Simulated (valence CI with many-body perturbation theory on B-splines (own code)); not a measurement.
## Forbidden lines of Pb43+

Calculated by configuration interaction combined with many-body perturbation theory (CI+MBPT): three valence electrons over a frozen Dirac-Fock core [Kr], a basis of 7 s, 7 p, 8 d, 6 f, 4 g, 1 h functions for each j, with the one-electron correlation potential Σ1, the two-electron term Σ2, the three-electron term Σ3, Breit, model QED; selected CI, second order for the rest, scaled by the run's own slope (own B-spline code, finite nucleus).

No measured spectrum was set against this ion. As an estimate, large intervals hold to a few tenths of a per cent, small ones and those within an open d or f shell to about a per cent. The list stops below the first excitations out of the core.

Lines 1 to 50 of 51 in falling wavelength, among levels below 1211700 cm⁻¹, chosen from the decays that carry over 1 % of a level's rate. Wavelengths and rates use the calculated energies. Electric multipoles are in the length gauge, E1 and E2 with the static RPA response of the core. S is in atomic units (e²a₀⁴ for E2 and M2, e²a₀⁶ for E3), for M1 in squared Bohr magnetons. Weak lines are less certain than strong ones. Lines between different terms over intervals too small for the method are left out, as are lines whose strength nearly cancels. The highest levels of a list are the least certain.

Levels are named by their leading jj configuration (3d3/2^4 stands for four electrons in 3d with j = 3/2), which in mixed levels can hold well under half, so a name can repeat and another be missing. Letters in brackets count levels of one name in rising energy.

```
λ vac (Å)                      Upper                      Lower  Type   A (s⁻¹)  S (a.u.)
     2629      (4d3/2^2 4d5/2) J=7/2  (4d3/2^2 4d5/2) J=5/2 [a]    M1  6.66e+02  3.59e+00
     2556      (4d3/2^2 4d5/2) J=9/2  (4d3/2^2 4d5/2) J=5/2 [a]    E2  2.11e-04  2.06e-04
     1188  (4d3/2^2 4d5/2) J=5/2 [b]      (4d3/2^2 4d5/2) J=7/2    M1  6.24e+02  2.33e-01
    988.7  (4d3/2^2 4d5/2) J=5/2 [b]      (4d3/2^2 4d5/2) J=3/2    M1  2.86e+03  6.15e-01
    833.2  (4d3/2 4d5/2^2) J=3/2 [b]  (4d3/2 4d5/2^2) J=3/2 [a]    M1  3.67e+03  3.15e-01
    818.2  (4d3/2^2 4d5/2) J=5/2 [b]  (4d3/2^2 4d5/2) J=5/2 [a]    M1  9.41e+02  1.15e-01
    585.6            (4d5/2^3) J=3/2  (4d3/2 4d5/2^2) J=3/2 [b]    M1  1.52e+04  4.53e-01
    583.5  (4d3/2 4d5/2^2) J=3/2 [a]  (4d3/2^2 4d5/2) J=5/2 [b]    M1  1.14e+04  3.35e-01
    537.2  (4d3/2 4d5/2^2) J=5/2 [a]  (4d3/2^2 4d5/2) J=5/2 [b]    M1  6.17e+04  2.13e+00
    480.3            (4d5/2^3) J=5/2  (4d3/2 4d5/2^2) J=3/2 [b]    M1  3.66e+04  9.02e-01
    457.6  (4d3/2 4d5/2^2) J=5/2 [b]  (4d3/2^2 4d5/2) J=5/2 [b]    M1  8.39e+04  1.79e+00
    451.9  (4d3/2 4d5/2^2) J=7/2 [b]  (4d3/2^2 4d5/2) J=5/2 [b]    M1  2.17e+04  5.93e-01
    450.1  (4d3/2 4d5/2^2) J=7/2 [a]      (4d3/2^2 4d5/2) J=7/2    M1  9.45e+04  2.56e+00
    446.4            (4d5/2^3) J=9/2     (4d3/2 4d5/2^2) J=11/2    M1  2.07e+04  6.82e-01
    440.0  (4d3/2^2 4d5/2) J=5/2 [a]            (4d3/2^3) J=3/2    M1  2.77e+05  5.25e+00
    418.0      (4d3/2 4d5/2^2) J=9/2      (4d3/2^2 4d5/2) J=9/2    M1  1.85e+05  5.01e+00
    416.1      (4d3/2 4d5/2^2) J=9/2      (4d3/2^2 4d5/2) J=7/2    M1  1.08e+05  2.89e+00
    410.5            (4d5/2^3) J=3/2  (4d3/2 4d5/2^2) J=5/2 [b]    M1  2.04e+04  2.10e-01
    402.6      (4d3/2^2 4d5/2) J=3/2            (4d3/2^3) J=3/2    M1  2.20e+05  2.13e+00
    395.5  (4d3/2 4d5/2^2) J=3/2 [a]      (4d3/2^2 4d5/2) J=1/2    M1  6.14e+04  5.63e-01
    385.9            (4d5/2^3) J=9/2      (4d3/2 4d5/2^2) J=9/2    M1  2.35e+05  5.02e+00
    384.3  (4d3/2 4d5/2^2) J=7/2 [a]  (4d3/2^2 4d5/2) J=5/2 [a]    M1  4.08e+05  6.87e+00
    379.2      (4d3/2 4d5/2^2) J=1/2      (4d3/2^2 4d5/2) J=1/2    M1  3.61e+05  1.46e+00
    376.9      (4d3/2^2 4d5/2) J=7/2            (4d3/2^3) J=3/2    E2  1.32e+02  7.19e-03
    373.1      (4d3/2^2 4d5/2) J=1/2            (4d3/2^3) J=3/2    M1  8.24e+04  3.17e-01
    369.9  (4d3/2 4d5/2^2) J=5/2 [a]      (4d3/2^2 4d5/2) J=7/2    M1  1.26e+04  1.42e-01
    367.0  (4d3/2 4d5/2^2) J=3/2 [a]      (4d3/2^2 4d5/2) J=3/2    M1  3.55e+05  2.60e+00
    364.6     (4d3/2 4d5/2^2) J=11/2      (4d3/2^2 4d5/2) J=9/2    M1  1.18e+05  2.54e+00
    362.3            (4d5/2^3) J=3/2  (4d3/2 4d5/2^2) J=5/2 [a]    M1  2.03e+05  1.43e+00
    360.7            (4d5/2^3) J=9/2  (4d3/2 4d5/2^2) J=7/2 [a]    M1  3.33e+05  5.80e+00
    359.4            (4d5/2^3) J=5/2  (4d3/2 4d5/2^2) J=7/2 [b]    M1  7.24e+04  7.48e-01
    357.3            (4d5/2^3) J=3/2      (4d3/2 4d5/2^2) J=1/2    M1  1.50e+05  1.02e+00
    355.8            (4d5/2^3) J=5/2  (4d3/2 4d5/2^2) J=5/2 [b]    M1  1.15e+05  1.15e+00
    352.8      (4d3/2 4d5/2^2) J=1/2      (4d3/2^2 4d5/2) J=3/2    M1  2.23e+04  7.25e-02
    348.1  (4d3/2 4d5/2^2) J=5/2 [a]      (4d3/2^2 4d5/2) J=3/2    M1  2.04e+05  1.92e+00
    343.9            (4d5/2^3) J=3/2  (4d3/2 4d5/2^2) J=3/2 [a]    M1  2.34e+05  1.41e+00
    343.2  (4d3/2 4d5/2^2) J=3/2 [b]  (4d3/2^2 4d5/2) J=5/2 [b]    M1  1.94e+05  1.16e+00
    340.6  (4d3/2 4d5/2^2) J=3/2 [a]  (4d3/2^2 4d5/2) J=5/2 [a]    M1  1.58e+05  9.25e-01
    330.3  (4d3/2 4d5/2^2) J=5/2 [b]      (4d3/2^2 4d5/2) J=7/2    M1  9.40e+04  7.54e-01
    328.5  (4d3/2 4d5/2^2) J=7/2 [b]      (4d3/2^2 4d5/2) J=9/2    M1  5.31e+04  5.59e-01
    327.4  (4d3/2 4d5/2^2) J=7/2 [b]      (4d3/2^2 4d5/2) J=7/2    M1  6.38e+04  6.64e-01
    324.3  (4d3/2 4d5/2^2) J=5/2 [a]  (4d3/2^2 4d5/2) J=5/2 [a]    M1  3.25e+04  2.47e-01
    319.0            (4d5/2^3) J=5/2  (4d3/2 4d5/2^2) J=5/2 [a]    M1  1.95e+05  1.41e+00
    304.7            (4d5/2^3) J=5/2  (4d3/2 4d5/2^2) J=3/2 [a]    M1  2.18e+05  1.37e+00
    293.5  (4d3/2 4d5/2^2) J=5/2 [b]  (4d3/2^2 4d5/2) J=5/2 [a]    M1  9.10e+03  5.11e-02
    291.1  (4d3/2 4d5/2^2) J=7/2 [b]  (4d3/2^2 4d5/2) J=5/2 [a]    M1  1.07e+04  7.82e-02
    286.1  (4d3/2^2 4d5/2) J=5/2 [b]            (4d3/2^3) J=3/2    M1  2.43e+04  1.27e-01
    276.6            (4d5/2^3) J=5/2  (4d3/2 4d5/2^2) J=7/2 [a]    M1  1.17e+05  5.51e-01
    268.2  (4d3/2 4d5/2^2) J=3/2 [b]      (4d3/2^2 4d5/2) J=1/2    M1  4.75e+03  1.36e-02
    254.8  (4d3/2 4d5/2^2) J=3/2 [b]      (4d3/2^2 4d5/2) J=3/2    M1  3.42e+04  8.39e-02
```
